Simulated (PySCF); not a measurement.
B3LYP has the VWN-RPA correlation part, as in Gaussian. 

**CH$_{5}$BSi, SMILES `C=B[SiH3]` (charge 0, multiplicity 1)**

Computed with PySCF with B3LYP-D3(BJ)/def2-TZVP.

```json
{
 "HOMO": "-6.53 eV",
 "dipole_moment": "0.085 e·Å",
 "HOMO–LUMO gap": "4.40 eV",
 "LUMO": "-2.13 eV",
 "total_energy": "-355.4529 Ha",
 "cost": "around 23 core-seconds (rough)"
}
```

Bonded distances (Å): C1–B2 1.379, C1–H4 1.086, C1–H5 1.086, B2–Si3 1.975, Si3–H6 1.484, Si3–H7 1.481, Si3–H8 1.481. Bond angles (°): B2–C1–H4 123.0, B2–C1–H5 122.6, H4–C1–H5 114.4, C1–B2–Si3 178.0, B2–Si3–H6 105.9, B2–Si3–H7 111.9, B2–Si3–H8 111.9, H6–Si3–H7 109.1, H6–Si3–H8 109.1, H7–Si3–H8 108.9.
Charge 0, spin multiplicity 1.
